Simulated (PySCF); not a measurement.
**Krypton: a sound run and one with changed settings**

Sound run: Kr⁺ [Ar] 3d10 4s2 4p5, Kr²⁺ [Ar] 3d10 4s2 4p4. Calculation: PySCF 2.14, in 6-31G* (5s4p3d, 32 functions); the non-relativistic Hamiltonian (point nucleus). In the sound run the correlated levels freeze [Ar] 3d10. The sound run starts from symmetry-adapted Hartree-Fock orbitals and uses a fine grid where one is needed.

Changed run: initial guess atom, at most 50 SCF cycles.

| species | method | sound run (hartree) | changed run (hartree) | converged |
| --- | --- | --- | --- | --- |
| Kr⁺ | UHF | -2751.19566 | -2751.19566 | yes |
| Kr⁺ | TPSS | -2752.81181 | -2752.81181 | yes |
| Kr⁺ | CCSD(T) | -2751.30297 | -2751.30297 | yes |
| Kr²⁺ | PBE0 | -2751.71725 | -2751.71725 | yes |
| Kr²⁺ | MP2 | -2750.41406 | -2750.41406 | yes |

Here the plain start reaches the same solutions.
